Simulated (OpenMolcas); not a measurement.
Tc5+ among 3 point charges of -1.5 e arranged as a planar triangle (D3h), 1.84 Å from the ion.
```
   1.8400    0.0000    0.0000  -1.50
  -0.9200    1.5935    0.0000  -1.50
  -0.9200   -1.5935    0.0000  -1.50
```

```json
{"Program": "OpenMolcas 26.06", "Method": "SS-CASPT2, IPEA 0.25 Eh, imaginary shift 0.1 Eh (closed shells correlated: 4s 4p)", "Basis": "ANO-RCC-VDZP [6s5p3d1f]", "Scalar Hamiltonian": "DKH2, point nucleus", "Active space": "2 electrons in 5 orbitals (4d)", "State averaging": "2S+1 = 3 even, 10 roots; 2S+1 = 1 even, 15 roots", "Spin-orbit coupling": "RASSI with atomic mean-field integrals over the reference wave functions"}
```

Q: What is the spin-free ground state (labels of D3, the rotations of D3h)?

A: 3A2, 1-fold in its orbital part, 92 % from free-ion F terms; it has the highest spin that d2 allows.

Q: Where is the first state of the same spin?

A: 3E at 1110 cm-1 above the ground state.

Q: What are the lowest two levels with spin-orbit coupling?

A: A 1-fold level A1, then a 2-fold level E 760 cm-1 above it. Their leading multiplicities are 3 (99 %) and 3 (99 %).

Q: What is χT at 300 K, and how does it compare with the textbook value?

A: The lowest level has 2S+1 = 3, for which the spin-only value is χT = S(S+1) / 2 = 1.000 cm3 K/mol (g = 2). The computed 0.075 at 300 K differs by -0.925, through orbital momentum, spin-orbit coupling and any other state in reach.

Roots that are degenerate in the reference are averaged as groups; the widest CASPT2 spread within a group is 110 cm-1 (the 2-fold group of multiplicity 3 near 8390 cm-1 above the lowest state of its run). Shifts and gaps below about the spread of the groups concerned are not significant. Spin-orbit coupling mixes the spin-free states strongly: the lowest level takes only 55 % from its leading state, 3A2. Free-ion shares, where given, are those of the reference states; single-state CASPT2 does not remix them. This is an electrostatic model: the charges have no orbitals. No measured value stands beside these numbers.
